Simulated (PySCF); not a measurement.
```xyz
3
charge 0 multiplicity 1, angstrom
Ba    0.0000    0.0000   -0.0174
H     1.9027    0.0000    1.1920
H    -1.9027    0.0000    1.1920
```

Computed with PySCF, PBE0, basis Ba x2c-TZVPall, H x2c-TZVPall (spin-free X2C, no spin–orbit coupling, density fitting).

This geometry of BaH₂ is a stationary point at this level.

Q: What is the point group?

A: C2v.

Q: Is it a minimum?

A: Yes: all harmonic wavenumbers are real.

Q: What are the dipole moment and the gap between the highest occupied and lowest empty levels?

A: 6.91 D and 3.79 eV.

Q: Give the atomic charges and bond orders.

A: 
```
atom  Mulliken  Löwdin  polar tensor  Mayer order to Ba1
 Ba1      0.71    0.53          1.31                   –
H2,3     -0.35   -0.26         -0.66                0.86
```

Q: Give the ideal-gas entropy at 298.15 K and 1 bar by parts.

A: translation 170.5, rotation 65.1, vibration 4.6, spin 0.0; total 240.2 J/(mol K).

Only a few start shapes were tried, so a lower isomer may exist.
